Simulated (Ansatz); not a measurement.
# A barrier at the coupled-cluster level

Start structure (Si₂H₇ClO, singlet), relaxed at PBE0-D4/def2-TZVP:

```
11
angstrom
Si -0.5937 -0.0995 -1.0422
O -0.6556 1.4430 -0.4007
H -1.9773 -0.6284 -1.2044
H 0.0233 -0.0513 -2.3977
Si 0.6583 -1.4379 0.4123
H 0.1471 1.8802 1.1496
Cl 0.7839 2.0155 2.2775
H -1.1367 2.1153 -0.8868
H 0.6860 -2.7998 -0.1896
H 2.0475 -0.9291 0.5327
H 0.0175 -1.5079 1.7493
```

The step: Si₂H₆O ([OH][SiH2][SiH3]) + HCl → Si₂H₅Cl ([SiH3][SiH2][Cl]) + H₂O; bonds formed: Si1–Cl7, O2–H6; bonds broken: Si1–O2, H6–Cl7. Ansatz 0.2.0; basis: def2-TZVPP and def2-QZVPP; cores frozen in the correlated methods. Extrapolation: Hartree–Fock as exp(−7.88 √X), correlation as X^−2.97. Energies below are by CCSD(T) at an estimated basis limit (MP2 extrapolated from triple and quadruple zeta, plus CCSD(T) − MP2 in triple zeta).

Task: What are the electronic barrier and the energy of the step, from the start structure to the end structure? (To be estimated.)

Result: The calculation gives: Barrier 83.9 kJ/mol; step energy -4.1 kJ/mol (downhill); reverse barrier, their difference, 87.9 kJ/mol. Barrier and step energy count from the start structure, the reverse barrier from the end structure.

The saddle point: One imaginary mode of 65i cm⁻¹.
| pair | start (Å) | saddle (Å) | end (Å) |
| --- | --- | --- | --- |
| Si1–Cl7 | 4.17 | 2.32 | 2.08 |
| O2–H6 | 1.80 | 0.98 | 0.96 |
| Si1–O2 | 1.67 | 1.95 | 3.32 |
| H6–Cl7 | 1.30 | 2.17 | 2.62 |

Zero-point energy (harmonic, PBE0-D4): ZPE is 169.5 kJ/mol at the start and 179.3 kJ/mol at the saddle, so the barrier goes from 83.9 to 93.6 kJ/mol.

No T1 diagnostic of these runs exceeds 0.012.

Hydrogen chloride, the by-product of chloride precursors, can attack films and sites by steps of this kind.

Labels in which every atom is bracketed show which atoms are joined, not bond orders.

For scale, one of the runs: CCSD(T)/def2-TZVPP, 255 basis functions, launched by `ansatz run in.yaml --threads 3 --pin off --events-out ev --progress --plain --max-ram 6092MiB`. The run took 2.3 min on 3 CPU threads of an Intel Xeon (shared host), with 2.4 GiB of host memory at its peak.
